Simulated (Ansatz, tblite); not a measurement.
Removing and adding an electron: Bi8O18H12. The state is a singlet with charge 0. Geometry: r2SCAN-D4/def2-SVP. Ansatz, gas phase; energy differences of separate SCF runs; the oxidised species was run as a doublet alone; the reduced species was run as a doublet alone.

Cartesian coordinates in Å:
```
Bi -0.2856 0.2879 -1.6991
Bi -1.3101 1.3352 2.1286
Bi 1.9157 -0.5763 1.5949
Bi 1.1417 -3.0129 -2.0739
Bi -3.3157 -0.8939 -0.1430
Bi 1.3047 2.7964 -0.1413
Bi 3.3155 -0.3982 -2.0111
Bi -2.3406 3.3696 -0.6814
O -1.2099 -1.5302 -0.5938
O -2.1101 -0.7112 1.9276
O -2.6365 -0.0626 -2.1024
O -3.6618 -2.9489 -0.5818
O -3.4125 2.4709 -2.3509
O -2.6839 1.6130 0.4137
O -0.0208 -1.7597 -3.4028
O -0.5674 3.5326 1.2355
O 2.7565 -1.7665 3.1776
O 0.6660 0.4788 3.1793
O 1.4694 -1.1977 -1.0325
O 0.1638 -2.0096 1.5783
O 0.1188 0.9798 0.4822
O 2.3858 1.9800 1.7311
O 2.9554 -2.4594 -2.8421
O -0.5228 2.7343 -1.5233
O 4.1517 -0.7168 -0.0394
O 2.0192 1.3226 -1.5663
H -0.6864 -1.8087 0.2158
H -1.3147 -1.3216 1.9651
H -3.0693 0.8258 -2.2595
H -2.8291 -3.3275 -0.9007
H -2.9833 2.7412 -3.1780
H -0.9597 -2.0155 -3.4222
H -0.4532 4.2763 1.8469
H 2.2569 -1.5751 3.9863
H 1.2271 1.2832 3.1889
H 0.4050 -2.7460 2.1610
H 3.3181 2.2469 1.7616
H 4.8020 -1.4362 -0.0288
```

In the def2 sets Bi takes a core potential; there is no spin–orbit coupling. The xTB rows come from tblite. Single mean-field runs in def2-SVP are fitted with def2-universal-jkfit. HOMO above LUMO, or a gap near zero within one spin, warns that the state may not be the lowest or that an electron is smeared out.

```tsv
level	−HOMO (eV)	vertical IE (eV)	−LUMO (eV)	vertical EA (eV)	HOMO–LUMO gap (eV)	IE − EA (eV)	remarks
GFN1-xTB	9.87	11.77	5.14	3.12	4.73	8.64	–
GFN2-xTB	9.90	11.67	5.77	3.77	4.13	7.90	–
PBE-D4/def2-SVP	5.09	6.93	2.20	0.57	2.89	6.36	HOMO above zero (-1 doublet), gap within one spin near zero (+1 doublet)
B97M-V/def2-SVP	5.33	7.14	2.10	0.42	3.23	6.72	HOMO above zero (-1 doublet), gap within one spin near zero (+1 doublet)
PBE0-D4/def2-SVP	6.38	7.67	1.55	0.41	4.83	7.26	HOMO above zero (-1 doublet)
```

Relaxing the oxidised species (r2SCAN-D4/def2-SVP) changes its energy by -0.59 eV at PBE-D4/def2-SVP, so the adiabatic ionisation energy to this nearest minimum is 6.34 eV. On the way Bi3–O19 forms and Bi3–O25 forms. At PBE0-D4/def2-SVP it is 6.57 eV.     A HOMO above zero means that the electron is unbound at that level or that self-interaction error raises the level; the energy of removing that electron tells which. Raw xTB energy differences between charge states are shifted by several eV; the methods need an empirical correction for them. Sets without diffuse functions give affinities that are too small.
